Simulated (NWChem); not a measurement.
System: C₂H₄BNO; SMILES CBN=C=O

The following NWChem deck was run.

```
start job
memory heap 200 mb stack 900 mb global 1100 mb
geometry units angstroms noautoz
  B     -0.895523     0.448298    -0.721299
  H     -1.738307    -0.236999    -1.229547
  C     -0.872505     1.998090    -0.944976
  H     -0.820515     2.217594    -2.021482
  H     -0.054244     2.519949    -0.439916
  H     -1.826382     2.433468    -0.612121
  N      0.072249    -0.206467     0.087736
  C      0.668950    -1.080472     0.660553
  O      1.301899    -1.880624     1.248242
end
basis spherical
  B library def2-svp
  H library def2-svp
  C library def2-svp
  N library def2-svp
  O library def2-svp
end
dft
  xc b3pw91
  iterations 150
  mulliken
end
task dft energy
```

Coordinates come from a B3LYP/6-31G* (spherical d) optimisation.

**Question.** Predict the main results of this run. (B3PW91/def2-SVP.) Quantities: energy (Ha); highest occupied level (eV); orbital gap (eV); dipole (D).

**Answer.** 
```
Quantity                      Result
---------------------------  -------
energy (Ha)                  -233.23
highest occupied level (eV)    -7.89
orbital gap (eV)                6.31
dipole (D)                      1.76
```
